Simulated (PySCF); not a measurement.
# Stationary points of SbI₂⁺

All numbers come from PySCF, PBE0, basis Sb def2-TZVP with ECP28, I def2-TZVP with ECP28 (scalar-relativistic core potentials, no spin–orbit coupling, density fitting).

Relaxations began from a few typed shapes. The search is not exhaustive: other isomers or separated fragments can lie lower, and high-lying points may rest on an excited occupation.

| spin | group | bonds | angles | imaginary modes (cm⁻¹) | ΔE (kJ/mol) | ΔE with ZPE (kJ/mol) |
| --- | --- | --- | --- | --- | --- | --- |
| singlet | C2v | Sb–I 2.615 Å (×2) | I–Sb–I 102.9° | none | 0.0 | 0.0 |
| singlet | D∞h | Sb–I 2.715 Å (×2) | I–Sb–I 180.0° | 118i, 118i | 166.8 | – |

The lowest minimum found is the singlet C2v: Sb–I 2.615 Å (×2); I–Sb–I 102.9°.

Counting electrons, antimony keeps 2 of its valence electrons outside its bonds, so the VSEPR class is AX2E1 and the expected shape is bent (C2v), as computed.
